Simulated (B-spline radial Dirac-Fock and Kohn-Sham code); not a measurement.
# 5p1/2 photoionisation of Cs⁺ near threshold

System: the Cs⁺ ion in the configuration [Kr] 4d10 5s2 5p6. The computed 5p1/2 threshold is 23.94 eV; without correlation, outer thresholds are uncertain by 1 to 2 eV.

Method: a relativistic central-field model (Hartree-Slater potential of the initial state, Latter tail, multipole expansion of the photon field, Dirac-Fock thresholds). Computed with a radial finite-basis atomic code. Interchannel coupling and autoionising resonances are not included, so magnitudes near threshold are approximate.

```
kinetic energy (eV)  σ (Mb)      β
                1.5    6.25   1.86
                2.3    5.52   1.89
                3.7    4.58   1.92
                5.7    3.49   1.92
                9.0    2.36   1.89
               14.0    1.37   1.78
               21.9   0.675   1.50
               34.2   0.283   0.91
               53.5   0.120   0.13
               83.7  0.0622  -0.06
              130.9  0.0388   0.32
              204.6  0.0276   0.88
              319.9  0.0190   1.30
```

The cross section shows no minimum in this range. It is largest at the lowest energy, 6.25 Mb. β ranges from -0.07 (at 66.9 eV) to 1.92.
